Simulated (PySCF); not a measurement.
Energy of Hf (hafnium, neutral) between two integer charges

The 5d alpha orbital of [Xe] 4f14 5d2 6s2 is emptied in steps (occupation f), with all orbitals relaxed, ending at [Xe] 4f14 5d1 6s2. Calculation: PySCF 2.14, in def2-TZVP with the def2 core potential (60 electrons) (6s4p3d1f, 40 functions); a scalar-relativistic core potential. The exact energy is a straight line in f; departures are measured from the line between the end points of the same method.

```
  f  UHF (eV)  LDA (eV)  PBE (eV)
  1     0.000     0.000     0.000
0.9     0.109    -0.334    -0.335
0.7     0.246    -0.783    -0.792
0.5     0.284    -0.932    -0.954
0.3     0.231    -0.773    -0.809
0.1     0.096    -0.320    -0.349
  0     0.000     0.000     0.000
```

For PBE, how does the orbital energy at f = 1 compare with the removal energy?

−ε = 3.374 eV against a total-energy difference of 7.078 eV. By Janak's theorem ε = ∂E/∂f, so the gap between them reflects the curvature. Along the path −ε is 4.074 (f = 0.9), 5.522 (f = 0.7), 7.028 (f = 0.5), 8.583 (f = 0.3), 10.172 (f = 0.1) eV.

| method | E(f=0) − E(f=1) (eV) | −ε at f=1 (eV) | −ε at f=0.5 (eV) |
| --- | --- | --- | --- |
| UHF | 6.071 | 7.305 | 6.024 |
| LDA | 7.020 | 3.327 | 7.044 |
| PBE | 7.078 | 3.374 | 7.028 |

Reference removal energy between the ground levels: 6.825 eV (measured; NIST Atomic Spectra Database, ionization energies). The calculation has no spin-orbit coupling. UHF lacks correlation.
